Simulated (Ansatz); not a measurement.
Correlation energies of `[SiH2]1[GeH2][SiH2][GeH2][SiH2][GeH2]1` by basis set

```xyz
18

Si    1.224    1.588    0.880
Ge   -1.144    1.505    1.102
Si   -1.812   -0.778    1.293
Ge   -0.373   -2.157   -0.021
Si    0.288   -0.939   -1.957
Ge    1.806    0.777   -1.288
H     1.757    2.962    1.090
H     1.826    0.692    1.907
H    -1.777    2.107   -0.169
H    -1.643    2.323    2.308
H    -1.747   -1.193    2.721
H    -3.215   -0.938    0.821
H     0.887   -2.492    0.802
H    -1.068   -3.483   -0.380
H    -0.921   -0.307   -2.553
H     0.909   -1.820   -2.984
H     1.763    1.937   -2.301
H     3.242    0.218   -1.270
```

The species carries charge 0 and has multiplicity 1. Correlated methods include outer-core shells of Ge, which these sets cover unevenly. Scalar relativity is left out up to krypton. The geometry is a stationary point of PBE0-D4/def2-TZVP. Frozen core, restricted reference, Ansatz.

```json
{"basis": "def2-SVP", "HF (Eh)": "-7098.84520", "MP2 corr.": "-0.99965"}
{"basis": "def2-TZVPP", "HF (Eh)": "-7099.94330", "MP2 corr.": "-1.15748"}
{"basis": "def2-QZVPP", "HF (Eh)": "-7100.09426", "MP2 corr.": "-1.97718"}
```

Question: Estimate the CCSD correlation energy and the (T) correction in each basis where they were run (hartree).

Answer: 
```
     basis  CCSD corr.       (T)
  def2-SVP    -1.07281  -0.03487
def2-TZVPP    -1.23744  -0.04946
```
